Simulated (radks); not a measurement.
The numbers below are computed, except where a source is named.
The praseodymium ion Pr53+, configuration [He] 2s2 2p2. Level of theory: scalar-relativistic Kohn-Sham, exchange-only LDA, spin-polarised, spherical densities, point nucleus; open shells are filled with parallel spins first (spin-orbit coupling, left out, can overturn this in heavy ions) (a radial shooting solver on a logarithmic mesh with Libxc functionals). Some entries of the table are withheld. Estimate them.

orbital  occ.  eigenvalue (hartree)  <r> (bohr)  r(max) (bohr)
1s up       1             -1721.022     0.02405        0.01541
1s down     1             -1719.741     0.02403        0.01540
2s up       1             -407.2672         (1)        0.08506
2s down     1             -405.2491         (2)        0.08518
2p up       2             -385.9862     0.08585        0.06781
2p down     0             -383.5771     0.08608        0.06793
3s up       0             -172.8995      0.2304         0.2209
3s down     0             -172.3447      0.2310         0.2215
3p up       0             -166.5058      0.2205         0.2102
3p down     0             -165.8740      0.2213         0.2109

Answer. 
(1) 2s up <r> (bohr): 0.09884
(2) 2s down <r> (bohr): 0.09904
